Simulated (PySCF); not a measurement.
C₅H₄F₂. Atoms are numbered in the order given.

```xyz
11

F      1.0999     0.0000    -1.4052
C      0.0000     0.0000    -0.5830
F     -1.0999     0.0000    -1.4052
C      0.0000    -1.2030     0.3540
C      0.0000    -0.7469     1.6243
C      0.0000     0.7469     1.6243
C      0.0000     1.2030     0.3540
H      0.0000    -2.2377    -0.0103
H      0.0000    -1.3601     2.5363
H      0.0000     1.3601     2.5363
H      0.0000     2.2377    -0.0103
```

Coordinates come from a PBE-D3(BJ)/def2-SVP optimisation. One conformer was computed; it need not be the lowest.

Calculation: PBE-D3(BJ)/def2-SVP (PySCF).

Frequencies are harmonic and unscaled.

Computed harmonic wavenumbers and intensities:
```tsv
mode	ν (cm⁻¹)	IR (km/mol)	Raman (Å⁴/amu)	depolarisation	moving atoms (share of kinetic energy)
1	160	0.0	6.1	0.75	C 46 %, F 42 %, H 12 %
2	242	0.0	4.7	0.75	F 51 %, C 27 %, H 22 %
3	419	8.9	1.8	0.54	F 69 %, C 28 %
4	446	2.8	0.5	0.75	C 54 %, F 31 %, H 16 %
5	532	15.3	0.3	0.75	H 38 %, C 34 %, F 28 %
6	547	0.0	1.4	0.75	C 67 %, H 29 %
7	659	2.3	2.2	0.12	F 69 %, C 27 %
8	701	0.0	2.1	0.75	H 68 %, C 31 %
9	738	41.2	0.7	0.75	H 61 %, C 24 %, F 15 %
10	744	0.8	1.0	0.75	C 90 %, H 10 %
11	835	1.0	9.1	0.25	C 68 %, H 28 %
12	930	1.8	0.2	0.75	H 75 %, C 25 %
13	936	0.0	2.8	0.75	H 69 %, C 31 %
14	955	2.4	8.9	0.23	C 65 %, H 30 %
15	1025	9.1	13.1	0.56	H 88 %, C 9 %
16	1048	10.8	10.1	0.75	H 85 %, C 15 %
17	1085	228.3	4.5	0.75	C 75 %, F 23 %
18	1159	18.0	0.2	0.75	C 62 %, H 37 %
19	1204	115.3	3.4	0.36	C 75 %, H 13 %, F 12 %
20	1269	3.5	0.0	–	C 55 %, H 45 %
21	1333	83.5	15.3	0.68	C 57 %, H 42 %
22	1586	5.5	52.4	0.10	C 95 %
23	1639	0.0	0.9	0.75	C 91 %, H 9 %
24	3145	7.2	106.1	0.75	H 92 %, C 8 %
25	3155	3.9	78.9	0.32	H 92 %, C 8 %
26	3184	0.0	6.4	0.75	H 91 %, C 9 %
27	3186	0.0	242.8	0.15	H 90 %, C 10 %
```
